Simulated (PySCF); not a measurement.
Computed shifts of a molecule C3H10BrNOSi, B3LYP/pcSseg-1 in PySCF, GIAO, gas phase, equivalent atoms averaged, in ppm (number of nuclei): ¹³C: 39.2 (2), 5.7 (1). ¹⁵N: 53.0 (1). ²⁹Si: 2.2 (1). ¹H: 2.90 (3), 2.72 (3), 1.74 (1), 0.81 (3). References: ¹³C against TMS (σ = 181.3 ppm); ¹⁵N against NH3 (σ = 265.5 ppm); ²⁹Si against TMS (σ = 338.7 ppm); ¹⁷O against H2O (σ = 333.8 ppm); ¹H against TMS (σ = 31.68 ppm), references at their B3LYP-D3(BJ)/def2-TZVP geometries, non-relativistic (without spin–orbit terms, shifts of atoms bonded to Cl or Br come out too high). Geometry optimised at PBE0-D3(BJ)/def2-SVP. One conformer was computed; it need not be the lowest.

Question: Which structure fits?
(A) CN(C)[Si](C)(O)Br
(B) CCO[Si](C)(N)Br
(C) CC[Si](N)(Br)OC
(D) CO[SiH](Br)N(C)C

Answer: A, CN(C)[Si](C)(O)Br
